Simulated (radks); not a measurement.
Values are calculated unless marked as measured or tabulated.
The mean radii <r> (bohr) of the occupied orbitals of an atom or ion are listed with their occupations. Level of theory: scalar-relativistic Kohn-Sham, PBEsol, spin-polarised, spherical densities, finite nucleus; Fermi nuclear charge, rms radius of each element as measured or else 0.836 A^(1/3) + 0.57 fm (a radial shooting solver on a logarithmic mesh with Libxc functionals).

orbital  occ.      <r>
1s up       1  0.03518
1s down     1  0.03518
2s up       1   0.1538
2s down     1   0.1538
2p up       3   0.1340
2p down     3   0.1340
3s up       1   0.4292
3s down     1   0.4292
3p up       3   0.4309
3p down     3   0.4308
3d up       5   0.4155
3d down     5   0.4153
4s up       1    1.111
4s down     1    1.103
4p up       3    1.243
4p down     3    1.231
5s up       1    3.442
4d up       5    1.970

Name the element and its charge. Open shells, if any, are filled with parallel spins first.

Answer. Z = 42, molybdenum, charge 0: Mo in [Kr] 4d5 5s1. The 1s radius gives Z: for a bare nucleus <r> = (2 gamma + 1)/(2Z) with gamma = sqrt(1 - (Z/c)^2), 0.03457 bohr for Z = 42, and screening makes it slightly larger (0.03518 here). The occupations add up to 42, and the charge is Z minus that.
